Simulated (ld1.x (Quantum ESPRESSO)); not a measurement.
**Te: TM pseudisation with LDA (PZ), fully relativistic reference atom.**

ld1.x (Quantum ESPRESSO) 7.5 input, shortened:

```
&input
   title='Te', zed=52., rel=2, dft='PZ', iswitch=3,
   config='[Kr] 4d10 5s2 5p3.75', rel_dist='average'
 /
 &inputp
   pseudotype=2, tm=.true., lloc=0,
   nlcc=.false.
 /
2
5P  2  1   3.75   0.00  1.75  1.75  0.0
5S  1  0   2.00   0.00  1.45  1.45  0.0
 &test
   configts(1)='5s2 5p3.75'
 /
```

Open shells are filled in proportion to 2j + 1 (rel_dist='average').

Task: Does the generator finish with these settings?

Result: Yes, a potential is produced and its reference levels are reproduced.

Task: Estimate the cutoffs (Ry, on a coarse ladder) from which the occupation-weighted sum of valence levels, in a spherical-Bessel basis at the reference potential, stays within 10 and 1 mRy of its value at 400 Ry.

Result: 60 Ry and 120 Ry.

Task: Does the potential have ghost states?

Result: No extra level below or beside the all-electron valence levels (p1/2, p3/2, s, d, f tested).

Task: Which valence shell sets the plane-wave cutoff?

Result: 5s: its level needs 100 Ry to come within 1 mRy, against 45 Ry for 5p.

Task: Tests: 5s2 5p4; 5s2 5p3; 5s2 5p2; 5s1 5p4; 5s0 5p6; 5s1 5p5; 5s2 5p4.3. Which has the largest error in its energy relative to the reference configuration, and how large is it?

Result: 5s0 5p6, with +38 meV (all-electron minus pseudo) on +17.08 eV.
